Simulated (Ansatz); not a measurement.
Consider the cleavage of the B–Si bond: `OB([SiH3])O[SiH3]` + HBr → `OB(Br)O[SiH3]` + SiH₄.

Isolated molecules relaxed with PBE0-D4/def2-TZVP in Ansatz; ΔE leaves out vibrations. CCSD(T)/CBS adds triple-zeta CCSD(T) − MP2 to the extrapolated MP2 energy (def2 sets, frozen cores). This one scheme is used for every species. Functionals use def2-TZVPP. B3LYP here is the variant with VWN-RPA as its local correlation; programs differ in this. For Br outer-core shells are correlated without core-valence functions, which leaves a few kJ/mol of doubt a bond. Scalar relativity is left out up to krypton. One conformer a species, not always the lowest.

| level | ΔE (kcal/mol) |
| --- | --- |
| B2PLYP | -24.6 |
| B3LYP | -23.6 |

(1) What does CCSD(T)/CBS give? (Best estimate.)

Largest T1 diagnostic among the species: 0.014.

Results:

(1) The calculation gave: -24.2 kcal/mol. The listed levels differ from it by -0.4, 0.6 kcal/mol.

In def2-TZVPP, CCSD(T) changes the Hartree–Fock value by +3.3 kcal/mol (the triples alone add +0.2 kcal/mol) and MP2 by +0.8 kcal/mol. From PBE to PBE0 (25 % exact exchange), in def2-TZVPP and without D4, ΔE moves by −1.2 kcal/mol.
